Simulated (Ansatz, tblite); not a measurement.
Cost and result up the ladder for the cluster VSe2 (the lowest doublet isomer of a short search) (3 atoms). Charge 0, multiplicity 2. Geometry: PBE-D4/def2-TZVP.

Cartesian coordinates in Å:
```
V 0.3334 -0.4827 0.5781
Se 1.0779 -0.3028 -1.4612
Se -1.4113 0.7855 0.8832
```

Ansatz on 2 threads of AMD EPYC 7R43 on a shared host; xTB runs through tblite on one thread. Times are rough, summed over both states, and most runs start from the orbitals of an earlier one. No level here is sound enough to serve as a yardstick. The other state is a quartet at its own geometry.

The xTB rows come from tblite. B3LYP takes the VWN-RPA correlation. Correlated methods freeze 23 core orbitals; core or outer-core shells of V, Se are correlated, in sets that lack core-valence functions. The structure comes from a short search, and lower isomers may exist.

Run but left out: HF/def2-SVP, MP2/def2-SVP, CCSD/def2-SVP, CCSD(T)/def2-SVP (flagged by the program: large difference); HF/def2-TZVP, r2SCANh-D4/def2-TZVP, PBE0-D4/def2-TZVP, r2SCAN0-D4/def2-TZVP, HSE06-D4/def2-TZVP, ωB97X-V/def2-TZVP, B2PLYP/def2-TZVP, MP2/def2-TZVP (doublet: ⟨S²⟩ 1.15 to 2.58, where a pure state has 0.75).

Correlated methods converge slowly with the basis.

xTB has no spin-polarisation term.

| level | functions | wall time | quartet − doublet (eV) | remarks |
| --- | --- | --- | --- | --- |
| GFN1-xTB | 27 | 0.016 s | 1.07 | – |
| GFN2-xTB | 27 | 0.02 s | 0.94 | – |
| RPA@PBE/def2-TZVP | 141 | 29 s | 0.90 | spin-contaminated (⟨S²⟩ 0.86) (doublet) |
| PBE-D4/def2-TZVP (with forces) | 141 | 30 s | 0.91 | spin-contaminated (⟨S²⟩ 0.86) (doublet) |
| revPBE-D4/def2-TZVP | 141 | 31 s | 0.88 | spin-contaminated (⟨S²⟩ 0.87) (doublet) |
| B3LYP-D4/def2-TZVP | 141 | 51 s | 0.61 | spin-contaminated (⟨S²⟩ 1.00) (doublet) |
| r2SCAN-D4/def2-TZVP (with forces) | 141 | 75 s | 0.75 | spin-contaminated (⟨S²⟩ 1.00) (doublet) |
